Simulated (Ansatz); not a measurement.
CrN3H6⁻, that is Cr(NH2)3 with one electron more. Total charge -1; quintet. Geometry r2SCAN-D4/def2-SVPD; atoms count from 1.

Cartesian coordinates in Å:
```
Cr 0.1044 -0.0314 -0.2333
N -1.6779 0.7919 0.0145
H -1.7662 1.7874 -0.2065
H -2.1310 0.6775 0.9257
N 1.3678 -0.1132 -1.7370
H 1.3503 -0.7945 -2.4966
H 2.1895 0.4678 -1.9012
N 0.0900 -1.0038 1.4833
H -0.5245 -0.6393 2.2164
H 0.9976 -1.1424 1.9347
```

Question: Estimate the Mulliken populations from the PBE0/def2-TZVPD orbitals of Ansatz.

Answer: 
```csv
atom,charge (e),spin (α − β),d electrons
Cr1,0.54,4.32,4.64
N2,-0.66,-0.15,–
H3,0.08,0.02,–
H4,0.04,0.04,–
N5,-0.55,-0.21,–
H6,0.04,0.04,–
H7,0.03,0.04,–
N8,-0.66,-0.15,–
H9,0.06,0.03,–
H10,0.08,0.02,–
```
Mulliken values depend strongly on the basis. With diffuse functions, as here, like atoms can get unlike values, and bond orders can come out too low or too high.

Question: Where does the spin sit?

Answer: Summed by element: Cr 4.32, N -0.50, H 0.18, of 4 unpaired in all. Largest on single atoms: Cr1 4.32, N5 -0.21, N2 -0.15.

Question: And the Mayer bond orders between heavy atoms (over 0.3)?

Answer: Cr1–N2 0.59 (1.98 Å); Cr1–N5 0.58 (1.97 Å); Cr1–N8 0.61 (1.97 Å).
